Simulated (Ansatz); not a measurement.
`BSCO` + H₂Se → `OC[SeH]` + `BS`  (substitution at a C–S bond)

Calculated with Ansatz (gas phase, PBE0-D4/def2-TZVP geometries, no zero-point term in ΔE). CBS: MP2 limit from def2 TZ/QZ plus the TZ coupled-cluster correction, frozen cores. This one scheme is used for every species. Functionals use def2-TZVPP. B3LYP here is the variant with VWN-RPA as its local correlation; programs differ in this. For Se outer-core shells are correlated without core-valence functions, which leaves a few kJ/mol of doubt a bond. Scalar relativity is left out up to krypton. Each species was taken in one conformer, which may not be the lowest.

```
             level  ΔE (kJ/mol)  difference from CCSD(T)/CBS
            PBE-D4          4.1                          0.8
           BLYP-D4          2.0                         -1.3
              BLYP         -0.5                         -3.8
            r2SCAN          3.7                          0.4
             B3LYP          0.7                         -2.6
           LC-ωPBE          4.3                          1.0
SCS-MP2/def2-TZVPP          0.0                         -3.3
SCS-MP2/def2-QZVPP          1.3                         -2.0
      HF/CBS(def2)          0.4                         -2.9
     MP2/CBS(def2)          2.9                         -0.4
       CCSD(T)/CBS          3.3                            0
```

Largest T1 diagnostic among the species: 0.015.

Leaving LDA and LC-ωPBE aside and taking each functional with its dispersion term where it has one, the values, not all of them listed here, spread over 4.7 kJ/mol, from B2PLYP to B97M-V. LDA lies +5.9 kJ/mol from PBE without D4.
